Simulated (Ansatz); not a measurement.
**A geometry optimisation of AlH4Si2Sn+ with B3LYP-D3(BJ)/def2-SVP**

The starting geometry of this gas-phase singlet was optimised with GFN2-xTB.

```xyz
8

Al   -0.1394    2.3543   -0.0088
Si   -1.3261   -1.6895   -1.3318
Si   -0.3383   -0.2220    0.3194
Sn    0.7216    1.1475    2.1145
H    -1.0571   -1.1249   -2.6583
H    -2.7692   -1.7902   -1.0983
H    -0.6784   -2.9934   -1.1701
H    -0.3849    3.6662   -0.8799
```

Question: Where would you expect an optimisation with B3LYP-D3(BJ)/def2-SVP to take it?

Answer: A bond breaks, giving a structure given below by its coordinates. Distances that change by over a tenth: Al1–Si3 (2.60 → 2.30 Å), Si2–Sn4 (4.91 → 3.02 Å). Contacts that open: Al1–Sn4 (2.59 → 3.52 Å).

The energy falls by 0.51 eV over 31 steps:

| step | E − E(last) (eV) |
| --- | --- |
| 1 | 0.511 |
| 4 | 0.357 |
| 8 | 0.290 |
| 11 | 0.246 |
| 14 | 0.190 |
| 18 | 0.085 |
| 21 | 0.017 |
| 24 | 0.002 |
| 28 | 0.000 |
| 31 | 0.000 |

Final geometry (Å):

```csv
atom,x (Å),y (Å),z (Å)
Al,-0.5194,2.2007,-0.5185
Si,-1.2868,-1.1894,-1.0034
Si,-1.5561,0.5101,0.6525
Sn,0.7483,-0.6204,1.1527
H,-0.9117,-0.8878,-2.4076
H,-2.3721,-2.1907,-0.8637
H,-0.0379,-1.9724,-0.4611
H,-0.0362,3.4978,-1.2642
```

Frequencies at the end are all real (lowest 53 cm⁻¹). Atoms past krypton carry core potentials, without spin–orbit terms. Run with Ansatz 0.2.0, 86 s on 2 threads of Arm Neoverse V2, on a shared host.
